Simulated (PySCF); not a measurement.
Computed Raman spectrum (relative Raman activity) of a molecule ClF₂H₃Si₂. Geometry: PBE-D3(BJ)/def2-SVP. One conformer was computed; it need not be the lowest. These are PBE-D3(BJ)/def2-SVP in PySCF values and carry that method's errors. Frequencies are harmonic and unscaled.

ν (cm⁻¹): 425 (w), 499 (w), 506 (vw), 820 (vw), 864 (vw), 889 (w), 894 (w), 2170 (vs), 2189 (vs) (against the strongest line: vs over 80 %, s over 45 %, m over 15 %, w over 4 %, vw less)

Q: Which structure fits?
A. F[SiH](F)[SiH2]Cl
B. F[SiH2][Si@H](F)Cl
C. F[Si](F)([SiH3])Cl

A: C, F[Si](F)([SiH3])Cl
